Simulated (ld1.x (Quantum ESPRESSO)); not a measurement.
zinc: one change to a TM potential, before and after

- Element: zinc (Zn)
- Generator: ld1.x (Quantum ESPRESSO) 7.5
- Type: norm-conserving Troullier–Martins (Kleinman–Bylander form)
- Functional: PBE
- Relativity: scalar-relativistic
- Frozen core: [Ne]
- Valence charge: 20
- Reference configuration: 3s2 3p6 3d10 4s2 4p0
- Partial waves: 3s (bound): rc 0.75 bohr; 3d (bound): rc 1.20 bohr; 3p (bound): rc 0.90 bohr
- Local potential: the p channel
- Core correction: none

Occupied shells without a wave of their own: 4s. They enter only through the test configuration that unscreens the potential.

Change: core correction a·sin(br)/r model core inside 0.56 bohr (4s counted twice).

Cutoffs: the cutoffs (Ry, on a coarse ladder) from which the occupation-weighted sum of valence levels, in a spherical-Bessel basis at the reference potential, stays within 10 and 1 mRy of its value at 400 Ry; they do not see the model core or the augmentation charge, which bear on the density cutoff. Errors are all-electron minus pseudo energies relative to the spin-unpolarised reference configuration.

Problem. What does the change do?

Solution. Of the 7 tests that both files solve, the error grows in 6 and shrinks in 1 by more than 15 % and 0.3 meV (median size 313.2 → 443.5 meV); neither file shows a bound ghost. In the changed file ld1.x takes every shell without a wave as core, so the model core holds the 4s electrons as well and exchange and correlation see them twice. This cancels in the reference configuration, but the file is broken for other ones, and its errors say nothing about a proper core correction. A model core, the more so a compact one, raises the density cutoff, which this test does not measure.

| quantity | base | changed |
| --- | --- | --- |
| cutoff, loose | 260 Ry | 260 Ry |
| cutoff, tight | over 300 Ry | over 300 Ry |
| bound ghosts | none | none |
| largest miss of a reference level, eV | 0.12 | 0.12 |
| error for 3s2 3p6 3d10 4s1 4p0, meV [ΔE 9.89 eV] | -164 | -299 |
| error for 3s2 3p6 3d10 4s0 4p0, meV [ΔE 28.33 eV] | -414 | -995 |
| error for 3s2 3p6 3d9 4s0 4p0, meV [ΔE 68.86 eV] | -636 | -1502 |
| error for 3s2 3p6 3d10 4s0 4p1, meV [ΔE 16.21 eV] | -313 | -444 |
| error for 3s2 3p6 3d10 4s0 4p2, meV [ΔE 10.56 eV] | -253 | -343 |
| error for 3s2 3p6 3d9 4s2 4p1, meV [ΔE 12.24 eV] | +41 | +10 |
| error for 3s2 3p6 3d8 4s0 4p0, meV [ΔE 130.68 eV] | -854 | -1972 |
| s: phases at 1.31 bohr within 0.05 rad from the reference energy up to (Ry; the scan ends near 5) | 1.9 | 1.9 |
| p: phases at 1.31 bohr within 0.05 rad from the reference energy up to (Ry; the scan ends near 5) | 4.7 | 4.7 |
| d: phases at 1.31 bohr within 0.05 rad from the reference energy up to (Ry; the scan ends near 5) | to the end of the scan | to the end of the scan |

Base: The 4s level has no wave, so the channel is fitted at the deeper level alone: the likely source of the large errors.
